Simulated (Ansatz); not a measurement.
One change: `CB(O)[SeH]` becomes `CB(F)[SeH]`.

Ansatz, PBE0-D4/def2-TZVP geometries, multiplicity 1. Each molecule was computed in one conformer, which needn't be the lowest.

Scalar relativity is left out up to krypton.

```json
{"property": "LUMO energy (PBE/def2-TZVPP) / eV", "`CB(O)[SeH]`": "-0.73"}
{"property": "LUMO energy (B3LYP/def2-TZVPP) / eV", "`CB(O)[SeH]`": "0.02"}
{"property": "LUMO energy (ωB97M-V/def2-TZVPP) / eV", "`CB(O)[SeH]`": "1.81"}
{"property": "LUMO energy (PBE0/def2-TZVPP) / eV", "`CB(O)[SeH]`": "0.23"}
{"property": "zero-point energy (PBE0-D4/def2-TZVP) / kJ/mol", "`CB(O)[SeH]`": "168.5"}
{"property": "HOMO–LUMO gap (PBE0/def2-TZVPP) / eV", "`CB(O)[SeH]`": "7.26"}
```

(1) Give the same properties after the change, and the shifts. (Estimate.)

## Answers

(1) The calculation gave: 
| property | `CB(F)[SeH]` | shift |
| --- | --- | --- |
| LUMO energy (PBE/def2-TZVPP) / eV | -1.29 | -0.56 |
| LUMO energy (B3LYP/def2-TZVPP) / eV | -0.54 | -0.56 |
| LUMO energy (ωB97M-V/def2-TZVPP) / eV | 1.71 | -0.10 |
| LUMO energy (PBE0/def2-TZVPP) / eV | -0.34 | -0.57 |
| zero-point energy (PBE0-D4/def2-TZVP) / kJ/mol | 136.1 | -32.4 |
| HOMO–LUMO gap (PBE0/def2-TZVPP) / eV | 7.17 | -0.09 |

With PBE0 the HOMO falls by 0.48 eV and the LUMO falls by 0.57 eV, so the gap narrows by about 0.09 eV. PBE moves the HOMO by -0.47 eV and ωB97M-V by -0.47 eV. The zero-point energy changes by -32.4 kJ/mol with -3 modes.

B3LYP here is the variant with VWN-RPA as its local correlation; programs differ in this.

Spin–orbit coupling is left out; it splits and shifts lone-pair levels of the heavy atoms by tenths of an eV.
